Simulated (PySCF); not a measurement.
C₃H₁₀B₃O₃ (cation, charge +1), SMILES B1(C)OB(OB(C)[OH+]1)C (GFN2-xTB optimised geometry):

```
19

C      2.592     0.345     0.007
B      1.038     0.207     0.012
O      0.201     1.309     0.000
B     -1.113     1.309     0.000
C     -2.054     2.558     0.000
O     -1.722    -0.028     0.014
B     -0.896    -1.242     0.023
C     -1.610    -2.633     0.023
O      0.400    -1.019     0.020
H      2.945     0.634    -0.983
H      3.094    -0.581     0.268
H      2.931     1.130     0.677
H     -2.030     3.054     0.970
H     -1.712     3.308    -0.710
H     -3.094     2.335    -0.223
H     -2.685    -0.110     0.018
H     -2.676    -2.589     0.231
H     -1.156    -3.308     0.745
H     -1.487    -3.126    -0.940
```

Level of theory: PBE0/def2-SVP run with PySCF.

Q: What are the frontier orbital energies?

A: HOMO-2 -14.59 eV, HOMO-1 -14.10 eV, HOMO -14.01 eV, LUMO -5.09 eV, LUMO+1 -4.86 eV.

On the same geometry PBE/def2-SVP (PySCF 2.14.0) gives HOMO-2 -13.04 eV, HOMO-1 -12.46 eV, HOMO -12.43 eV, LUMO -6.14 eV, LUMO+1 -5.92 eV.

Meta-Löwdin charges at PBE0/def2-SVP: C1 -0.44, B2 0.51, O3 -0.34, B4 0.51, C5 -0.45, O6 -0.28, B7 0.51, C8 -0.45, O9 -0.34, H10 0.16, H11 0.14, H12 0.15, H13 0.17, H14 0.17, H15 0.13, H16 0.41, H17 0.13, H18 0.17, H19 0.17.
